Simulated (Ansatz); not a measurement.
`CBCSC` + H₂S → `CBS` + `CSC` at 500 K and 1 bar (ligand exchange at a B–C bond).

Calculated with Ansatz (gas phase, PBE0-D4/def2-TZVP geometries, no zero-point term in ΔE). CCSD(T)/CBS adds triple-zeta CCSD(T) − MP2 to the extrapolated MP2 energy (def2 sets, frozen cores). This one scheme is used for every species. Each species was taken in one conformer, which may not be the lowest.

| species | CCSD(T)/CBS energy (Eh) | H − E (kJ/mol) | S (J/(mol·K)) |
| --- | --- | --- | --- |
| `CBCSC` | -542.14275 | 353.1 | 444.1 |
| H₂S | -398.97279 | 57.0 | 224.0 |
| `CBS` | -463.66090 | 187.2 | 329.8 |
| `CSC` | -477.48821 | 231.6 | 327.4 |

H − E and S are ideal-gas, rigid-rotor, harmonic terms from PBE0-D4/def2-TZVP, for one conformer and one mirror image of each species. 1 Eh = 2625.50 kJ/mol, R = 8.31446 J/(mol·K).

By hand: ΔE, ΔH, ΔS and ΔG.

ΔE = (-463.66090) + (-477.48821) − (-542.14275) − (-398.97279) = -0.03357 Eh = -88.1 kJ/mol. Δ(H − E) = 187.2 + 231.6 − 353.1 − 57.0 = 8.7, so ΔH = -79.4 kJ/mol. ΔS = 329.8 + 327.4 − 444.1 − 224.0 = -10.9 J/(mol·K). ΔG = -79.4 − 500 × (-10.9)/1000 = -74.0 kJ/mol.

By hand: the equilibrium constant, and the temperature at which ΔG would vanish if ΔH and ΔS stayed fixed.

log₁₀ K = −ΔG/(RT ln 10) = 7.7. ΔG = 0 at ΔH/ΔS = 7284 K, far beyond where these terms or the molecules hold.

The number of gas molecules stays the same, so ΔS is small and ΔH decides. A doubt of 5 kJ/mol in ΔE shifts log₁₀ K by 0.5 here. Other conformers and mirror images would add mixing entropy, several J/(mol·K) or more a flexible species. Modes under 60 cm⁻¹, often nearly free rotors, make the harmonic entropy too high. These are equilibria of isolated gas molecules and say nothing of rates. Largest T1 diagnostic: 0.013 (customary marks: 0.02 for closed shells, 0.045 for open ones).
